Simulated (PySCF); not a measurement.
# Stretching KRb⁺

Set-up: K def2-SVP, Rb def2-SVP with ECP28; scalar-relativistic core potentials (PySCF 2.14). Energies in eV from K + Rb⁺ in their ground configurations at the same level. State: ²Σ⁺ (doublet), unpaired electrons σ ↑.

```tsv
R (Å)	revPBE	UHF-CCSD(T)
4.131	-0.6464	
4.323	-0.6932	-0.6713
4.515	-0.7214	-0.6982
4.659	-0.7329	-0.7084
4.803	-0.7381	-0.7118
4.947	-0.7383	-0.7095
5.139	-0.7325	-0.6995
5.379	-0.7183	-0.6781
5.668	-0.6948	-0.6427
6.052	-0.6580
```

Problem. Put a parabola through the three lowest points of the revPBE curve and estimate Re, k and ωe (reduced mass 26.71 u; 1 eV/Å² = 0.16022 mdyn/Å; ωe = 1302.8·√(k/μ) cm⁻¹).

Solution. Through R = 4.803, 4.947, 5.139 Å the second-order coefficient is 0.0940 eV/Å², so Re ≈ 4.882 Å, k ≈ 0.0301 mdyn/Å and ωe ≈ 44 cm⁻¹. A polynomial fit of higher order to the unrounded revPBE energies gives Re = 4.879 Å, k = 0.0342 mdyn/Å, ωe = 46.6 cm⁻¹; anharmonicity and rounding make the difference.

The higher-order fit for each curve: revPBE: Re = 4.879 Å, ωe = 46.6 cm⁻¹, De = 0.74 eV; UHF-CCSD(T): Re = 4.813 Å, ωe = 52.0 cm⁻¹, De = 0.71 eV.

Correlated steps freeze 5 core orbitals. Correlated levels converge slowly with the basis: in double zeta they bind strong bonds too weakly, by up to about 1 eV, and carry superposition errors of some tenths. Spin–orbit coupling is left out. For an ion De counts to the pair picked by the measured ionisation energies or electron affinities, which need not be the lowest pair at this level. The state was picked by a PBE0 search and need not be the measured ground state.
